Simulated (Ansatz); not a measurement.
Reaction (formal exchange of groups at the Si–C bond): `C[SiH2]C[SiH2]O` + `C1=C[SiH2]1` → `C[SiH2]C1=C[SiH2]1` + `C[SiH2]O`

Calculated with Ansatz (gas phase, PBE0-D4/def2-TZVP geometries, no zero-point term in ΔE). CCSD(T)/CBS is the MP2 limit (def2-TZVPP, def2-QZVPP) plus CCSD(T) − MP2 in def2-TZVPP, frozen cores. This one scheme is used for every species. Each species was taken in one conformer, which may not be the lowest.

| species | CCSD(T)/CBS(def2) energy (Eh) |
| --- | --- |
| `C[SiH2]C[SiH2]O` | -735.52807 |
| `C1=C[SiH2]1` | -367.50726 |
| `C[SiH2]C1=C[SiH2]1` | -697.07276 |
| `C[SiH2]O` | -405.96945 |

(1) Work out ΔE.

Largest T1 diagnostic among the species: 0.013.

Results:

(1) ΔE = (-697.07276) + (-405.96945) − (-735.52807) − (-367.50726) = -0.00688 Eh = -18.1 kJ/mol.
